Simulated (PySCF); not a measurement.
Polarisability and C₆ of I (iodine, neutral)

[Kr] 4d10 5s2 5p4 6s1, high-spin 4P determinant (an excited configuration). All numbers are calculated (PySCF 2.14, scalar relativity by spin-free X2C-1e, in aug-cc-pVQZ-DK3 (9s8p6d3f2g, 102 functions)). Coupled (time-dependent) response in atomic units; α is the mean over directions.

```json
{"method": "UHF", "mean α (bohr³)": "587.0", "α xx, yy, zz": "658.4, 444.2, 658.4", "C₆ (like pair)": "10370", "S(−4)": "413200"}
{"method": "PBE", "mean α (bohr³)": "433.6", "α xx, yy, zz": "474.9, 350.9, 474.9", "C₆ (like pair)": "7168", "S(−4)": "196500"}
{"method": "PBE0", "mean α (bohr³)": "489.5", "α xx, yy, zz": "537.5, 393.7, 537.5", "C₆ (like pair)": "8461", "S(−4)": "254100"}
```

S(−4) is the Cauchy moment in α(ω) = α(0) + S(−4) ω² + …

Spin-orbit coupling is absent.

α(iu) at PBE:

```
u (hartree)  α(iu) (bohr³)
          0          433.6
     0.0500          210.2
      0.100          93.01
      0.200          39.44
      0.300          25.45
      0.500          14.68
      0.750          8.930
       1.00          6.041
       1.50          3.366
       2.00          2.200
       3.00          1.198
       5.00         0.5344
```

A single London oscillator, α(iu) = α/(1 + u²/ω²), gives C₆ = (3/4) ω α². Matching the computed C₆ needs ω = 4 × 7168 / (3 × 433.6²) = 0.0508 hartree.

The components differ because the open shell of this determinant is not spherical; for a pure term their mean is the scalar polarisability.

The outer electron is Rydberg-like, and this basis confines it to a smaller radius and binds it less than a complete one would.
